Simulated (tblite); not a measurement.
Start geometry of `C[C](C=O)OC(C)C` [radical] from a force field or distance geometry (Å):
```
atom  x, y, z in Å
C1    -2.4458   -0.6060    0.5925
C2    -1.3180    0.0065   -0.1976
C3    -1.7438    1.3103   -0.7320
O4    -2.1093    2.2581   -0.0457
O5    -0.1389    0.0314    0.5272
C6     0.9835   -0.2147   -0.2542
C7     1.7944   -1.3853    0.2197
C8     1.9031    0.9991   -0.1421
H9    -2.1059   -1.0413    1.5698
H10   -3.2378    0.1391    0.8719
H11   -2.9636   -1.3830   -0.0328
H12   -1.7829    1.5033   -1.8211
H13    0.7510   -0.3947   -1.3018
H14    1.8866   -2.1486   -0.5925
H15    1.4003   -1.8704    1.1333
H16    2.8297   -1.0757    0.4737
H17    1.6056    1.5374    0.7820
H18    2.9435    0.6790   -0.0620
H19    1.7385    1.6645   -0.9957
```

Q: What comes out of this run: GFN2-xTB geometry optimisation, gas phase in tblite?

A: 
```
atom  x, y, z in Å
C1    -2.526   -0.309    0.805
C2    -1.347    0.120    0.002
C3    -1.499    1.118   -0.988
O4    -2.567    1.696   -1.217
O5    -0.223   -0.544    0.298
C6     1.027   -0.253   -0.326
C7     1.910   -1.471   -0.081
C8     1.643    1.011    0.272
H9    -2.288   -0.300    1.868
H10   -3.352    0.366    0.595
H11   -2.817   -1.327    0.542
H12   -0.606    1.378   -1.581
H13    0.877   -0.123   -1.406
H14    1.446   -2.360   -0.500
H15    2.043   -1.620    0.988
H16    2.881   -1.326   -0.545
H17    1.806    0.871    1.338
H18    2.596    1.218   -0.206
H19    0.985    1.864    0.132
```

The energy falls by 203.3 kJ/mol over 150 L-BFGS steps, the largest force on an atom goes from 2.67 to 0.010 eV/Å, and the atoms move by 0.749 Å rms after alignment. The bond that changes most is C2–C3 (ends: carbon bonded to 2 C and O; carbon bonded to C, O and H), which shortens by 0.058 Å. Bonds longer at the end by more than 0.005 Å: 4 of 18; shorter: 12. Among the angles that change most is C3–C2–O5, from 114.9° to 126.5°. Among the dihedrals that turn most is O5–C2–C3–H12, from 115° to 0°. Rotational constants go from 3390, 1306, 1025 to 3558, 1206, 1019 MHz. The orientation of the end geometry is arbitrary; only internal coordinates are fixed.

Time: 1.4 s wall. Hardware: one thread of an Arm Neoverse N1, shared host with 32 logical CPUs at a one-minute load of 21.

Its GFN2-xTB frequencies are all real (lowest 59 cm⁻¹). 3 starts were optimised and ended at 0.00, 0.01 and 0.10 kcal/mol (GFN2-xTB); the lowest of these is shown.

One conformer stands for the species.

The numbers are calculated, not measured.
